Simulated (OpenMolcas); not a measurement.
**Predicting a hybrid from its neighbours: TlI (thallium iodide)**

TlI: 2 atoms, total charge 0, spin state singlet. As SMILES, `[I][Tl]`. The shape is that of a PBE0-D4/def2-TZVP optimisation.

The dipole moment y, in D, basis def2-TZVPP with a core potential; a is the functional's share of exact exchange. Programs: OpenMolcas 26.06.

```
functional     program     a  y (D)
    revPBE  OpenMolcas     0   4.26
      BLYP  OpenMolcas     0   4.14
     B3LYP  OpenMolcas   0.2      ?
      PBE0  OpenMolcas  0.25   4.54
     BHLYP  OpenMolcas   0.5   4.73
```

Task: Fit y = c + s·a to the known rows and predict B3LYP.

Result: 
1. Means of the 4 rows: a = 0.1875, y = 4.418.
2. Σ(Δa)² = 0.17188, Σ(Δa·Δy) = 0.18688, so the slope is 0.18688/0.17188 = 1.0873.
3. Intercept: 4.418 − (1.0873) × 0.1875 = 4.214. The largest residual of the fit is 0.074.
4. B3LYP: 4.214 + (1.0873) × 0.2 = 4.43 D.

The run gave 4.44 D, so the prediction is off by -0.01 D, within the scatter of the fit. More exact exchange makes the molecule more polar here. The rows mix families of semi-local functionals, which the line can't see.
